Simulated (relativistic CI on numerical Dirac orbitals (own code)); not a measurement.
**Ce16+: sensitivity of the levels to the model**

Base calculation: Dirac-Coulomb-Breit CI, orbitals from a KLI potential per configuration, model QED (radiative potential, 1s self-energy scaled to tabulated hydrogen-like ionisation energies), unscaled Slater integrals.

Configurations in the expansion (outside the closed core [Ar] 3d10): 4s2 4p6 4d6, 4s2 4p5 4d7, 4s2 4p6 4d5 4f, 4s2 4p4 4d8, 4s 4p6 4d7, 4s2 4p6 4d5 5s, 4p6 4d8, 4s2 4p6 4d5 5p, 4s 4p6 4d6 4f, 4s2 4p6 4d4 5s2, 4s2 4p6 4d5 5d, 4s2 4p6 4d4 5p2, 4s2 4p6 4d5 6s, 4s2 4p6 4d5 6d. Levels of other configurations are missing.

Variants: (1) P86 correlation estimate; (2) non-relativistic limit; (3) only the first configuration. Shifts of the energy above 4s2 4p6 4d6 5D_4, in cm⁻¹, for the lowest level and the first level of each name with at least 55 % of one term (blank where a level changes its place among those of its configuration and J or its character, or is not in the variant):

```
           Level     Base  Δ(1)      Δ(2)     Δ(3)
4s2 4p6 4d6 5D_4      0.0   0.0       0.0      0.0
4s2 4p6 4d6 5D_3  18608.5  -0.7  -18608.5   -555.8
4s2 4p6 4d6 5D_0  24854.4  +2.1  -24854.4  +1604.0
4s2 4p6 4d6 5D_1  25527.7  +0.7  -25527.7   +598.1
4s2 4p6 4d6 3H_6  53131.5  -3.6  -11161.1  -2880.3
4s2 4p6 4d6 3F_2  59621.9  +2.8  -17380.0  +3398.4
4s2 4p6 4d6 1S_0  69815.1  +5.3            +5257.4
4s2 4p6 4d6 3D_1  76468.5  +2.5            +2766.9
4s2 4p6 4d6 3D_2  77702.7  +3.8  -18299.7  +3885.2
4s2 4p6 4d6 3G_4  78711.2  +0.6  -29451.0   +868.3
4s2 4p6 4d6 3D_3  84541.1  +1.8            +2089.4
4s2 4p6 4d6 3G_3  88249.5  +0.3             +808.7
4s2 4p6 4d6 3P_0  90585.7  +6.4            +6093.5
4s2 4p6 4d6 1I_6  94061.6  -4.5  -30838.2  -3684.1
```

At this charge energies of transitions that change n are usually good to better than 1 %, and those within a shell (Δn = 0) to a few per cent. Terms inside the open d or f shell come out 10 to 20 % too wide with unscaled integrals.

Ionisation energy from the two ground configurations alone: base 434.731 eV; P86 correlation estimate 436.552 eV. The NIST ASD value (theoretical) is 435 eV.

LS names give the leading component of a level, which can be under half, so a name can repeat, a term be missing and a line seem to break the LS rules.
